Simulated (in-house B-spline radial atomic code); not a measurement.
The numbers below are computed, except where a source is named.
**Softness against transferability: the 2p channel of B**

B, [He] 2s2 2p1, non-relativistic LDA (VWN5), spherical and spin-unpolarised, from a B-spline radial code for spherical atoms (atomic units). The all-electron 2p level is ε = -0.136603 hartree and its outer maximum at 1.56 bohr.

Troullier-Martins pseudo-orbitals are made for several radii. The cutoffs (hartree) are the plane-wave energies beyond which the orbital holds less than the named kinetic energy per electron. The phase error is the difference, pseudo minus all-electron, of arctan(R P'/P) at R = 3.57 bohr for all radii, half a hartree below and above the level.

```
r_c (bohr)  V_l(0) (hartree)  cutoff for 10 mEh  for 1 mEh  for 0.1 mEh  phase error at ε − 0.5 (mrad)  at ε + 0.5 (mrad)
      1.75             -4.63               9.68       14.6         18.7                           0.0              +16.0
      2.03             -3.86                  8       11.7           15                           +0.1              +34.6
      2.34             -3.24               6.77        9.5         11.9                           +0.3              +67.7
      2.64             -2.80               5.78          8         9.86                           +0.7             +113.0
      2.95             -2.44               4.99       6.77         8.32                           +1.4             +170.9
      3.27             -2.16               4.26       5.92         7.22                           +3.0             +237.7
```

(1) Which radius needs the lowest cutoff for 0.1 mEh while both phase errors stay within 113.1 mrad?

(2) What does the larger radius buy, and what does it cost?

Answers

(1) The radii within that limit are 1.75, 2.03, 2.34, 2.64 bohr; of these r_c = 2.64 needs the least, 9.86 hartree, that is 19.7 Ry or 268 eV.

(2) From r_c = 1.75 to 3.27 bohr the cutoff for 1 mEh goes from 14.6 to 5.92 hartree, a factor of 2.47, against 3.49 for a pure 1/r_c² scaling, end to end; step by step it is 14.6, 11.7, 9.5, 8, 6.77, 5.92, and for 0.1 mEh 18.7, 15, 11.9, 9.86, 8.32, 7.22; the number of plane waves goes as the cutoff to the power 3/2, here a factor of 3.9. The larger of the two phase errors is least at r_c = 1.75 bohr, 16.0 mrad; it is 16.0 at the smallest radius and 237.7 at the largest. These errors test the reference atom alone. Large radii also let the cores of neighbours overlap, which an atom doesn't show.
